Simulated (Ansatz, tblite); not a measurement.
Cost and result up the ladder for ZrS3⁻ (4 atoms). Total charge -1; doublet. Geometry: PBE0-D4/def2-SVPD.

```xyz
4

Zr   -0.240    0.174    0.036
S     0.717    1.201   -1.820
S     0.803    0.506    2.090
S    -1.280   -1.881   -0.305
```

Ansatz on 4 threads of Arm Neoverse V1 on a shared host; xTB runs through tblite on one thread. Times are rough, summed over both states, and most runs start from the orbitals of an earlier one. B2PLYP/def2-TZVPD serves as the yardstick here, not as an exact answer. Differences are given only for rows in sets of like size (and for xTB, whose basis is part of the method), since another set adds its own error. The other state is a quartet at its own geometry.

In the def2 sets Zr takes a core potential; there is no spin–orbit coupling. The xTB rows come from tblite. B3LYP takes the VWN-RPA correlation. HSE06 is defined as in plane-wave codes, on full-range PBE exchange. Correlated methods freeze 15 core orbitals; core or outer-core shells of Zr are correlated, in sets that lack core-valence functions. The rows differ in basis, and correlated rows in double-zeta sets carry the largest basis error. In CCSD on the charge -1 doublet the largest single amplitude is 0.42, so its Hartree–Fock determinant may place the open shell otherwise than the density functionals do. The structure comes from a short search, and lower isomers may exist.

Run but left out: HF/STO-3G (doublet: ⟨S²⟩ 1.14, where a pure state has 0.75); HF/def2-SVPD, HF/def2-TZVPD, MP2/def2-SVPD, MP2/def2-TZVPD (doublet: a determinant that CCSD turns far, T1 0.061).

Correlated methods converge slowly with the basis, most of all in double-zeta sets.

xTB has no spin-polarisation term.

```csv
level,functions,quartet − doublet (eV),difference from B2PLYP/def2-TZVPD (eV),remarks
GFN1-xTB,36,2.46,0.42,–
PBE0-D4/def2-TZVPD,178,1.92,-0.12,–
r2SCAN-D4/def2-TZVPD,178,1.97,-0.07,–
B3LYP-D4/def2-TZVPD,178,1.92,-0.12,–
B2PLYP/def2-TZVPD,178,2.04,0.00,–
CCSD(T)/def2-SVPD,115,1.88,–,"large T1 (0.052) (quartet), large T1 (0.061) (doublet)"
RPA@PBE/def2-TZVPD,178,1.88,-0.16,–
PBE-D4/def2-TZVPD,178,2.10,0.05,HOMO above zero (quartet)
HSE06-D4/def2-TZVPD (with forces),178,1.93,-0.11,–
B97M-V/def2-TZVPD,178,2.07,0.02,HOMO above zero (quartet)
GFN2-xTB,36,1.62,-0.42,–
CAM-B3LYP-D4/def2-TZVPD,178,1.76,-0.28,–
```

(1) Estimate how long each takes.

Results:

(1) GFN1-xTB 0.01 s; GFN2-xTB 0.016 s; PBE-D4/def2-TZVPD 12 s; RPA@PBE/def2-TZVPD 15 s; HSE06-D4/def2-TZVPD (with forces) 19 s; PBE0-D4/def2-TZVPD 19 s; B3LYP-D4/def2-TZVPD 20 s; r2SCAN-D4/def2-TZVPD 30 s; CAM-B3LYP-D4/def2-TZVPD 30 s; B2PLYP/def2-TZVPD 38 s; B97M-V/def2-TZVPD 54 s; CCSD(T)/def2-SVPD 74 s. On shared hardware such times vary by a factor of up to 3.
